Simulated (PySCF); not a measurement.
## Assigning NMR signals

Geometry:
| atom | x (Å) | y (Å) | z (Å) |
| --- | --- | --- | --- |
| C1 | 1.384 | -0.267 | 1.385 |
| C2 | 0.636 | 0.275 | 0.189 |
| C3 | 1.504 | 0.365 | -1.046 |
| C4 | -0.430 | 1.295 | 0.402 |
| C5 | -0.852 | -0.093 | -0.027 |
| C6 | -1.384 | -0.343 | -1.421 |
| C7 | -1.480 | -0.913 | 1.037 |
| O8 | -1.501 | -0.728 | 2.210 |
| F9 | -2.083 | -2.003 | 0.527 |
| H10 | 1.791 | -1.269 | 1.171 |
| H11 | 0.756 | -0.333 | 2.280 |
| H12 | 2.234 | 0.396 | 1.612 |
| H13 | 2.413 | 0.941 | -0.811 |
| H14 | 1.822 | -0.635 | -1.380 |
| H15 | 1.008 | 0.865 | -1.887 |
| H16 | -0.555 | 2.087 | -0.342 |
| H17 | -0.670 | 1.575 | 1.431 |
| H18 | -1.019 | 0.414 | -2.126 |
| H19 | -2.483 | -0.298 | -1.430 |
| H20 | -1.087 | -1.334 | -1.795 |

[PySCF 2.14.0 with density-fitted response routines: geometry from PBE0-D3(BJ)/def2-SVP; GIAO KT3/pcSseg-1 shieldings; one conformer; non-relativistic; one averaged value for each set of equivalent atoms; gas phase]

Referencing at the same level of theory: TMS for $^{13}$C, $^{1}$H.

Question: Assign these signals to the numbered atoms. $^{13}$C{$^{1}$H} NMR (computed): δ 160.5, 31.8, 31.3, 28.5, 23.4, 21.2, 17.5.

Answer: 
| δ (ppm) | atoms | environment | reason |
| --- | --- | --- | --- |
| 160.5 | C7 | carbonyl carbon | – |
| 31.8 | C2 | three-membered-ring carbon | a saturated carbon with 4 carbon neighbours and no heteroatom attached |
| 31.3 | C4 | three-membered-ring carbon | – |
| 28.5 | C5 | three-membered-ring carbon | – |
| 23.4 | C3 | methyl carbon | saturated and bonded to C and H only |
| 21.2 | C1 | methyl carbon | – |
| 17.5 | C6 | methyl carbon | – |

C2 and C4 lie closer than the usual error of such a calculation, so a measured spectrum could show them in the other order.

Question: Assign these signals to the numbered atoms. $^{1}$H NMR (400 MHz, computed): δ 1.37 (s, 3H), 1.33 (m, 1H), 1.29 (s, 3H), 1.26 (s, 3H), 0.52 (m, 1H).

Answer: 
| δ (ppm) | atoms | environment | reason |
| --- | --- | --- | --- |
| 1.37 | H18/H19/H20 | hydrogen on a methyl carbon | – |
| 1.33 | H17 | hydrogen on a three-membered-ring carbon | cyclopropane-type protons are shielded by the ring |
| 1.29 | H10/H11/H12 | hydrogen on a methyl carbon | far from electronegative atoms and π systems |
| 1.26 | H13/H14/H15 | hydrogen on a methyl carbon | – |
| 0.52 | H16 | hydrogen on a three-membered-ring carbon | cyclopropane-type protons are shielded by the ring |

H18/H19/H20 and H17; H17 and H10/H11/H12; H10/H11/H12 and H13/H14/H15 lie closer than the usual error of such a calculation, so a measured spectrum could show them in the other order.

Splittings by $^{19}$F in the carbon and heteronuclear signals aren't shown, as no couplings were computed. Shifts are as computed, not scaled to solution data. Of 1211 compounds with measured shifts, 218 miss one by over three times the rms of a fit or turn the order of signals round; such compounds aren't used in these exercises. Multiplicities follow the n + 1 count of equivalent neighbours, as no J values were calculated; m marks all less simple cases, F and P coupling included.
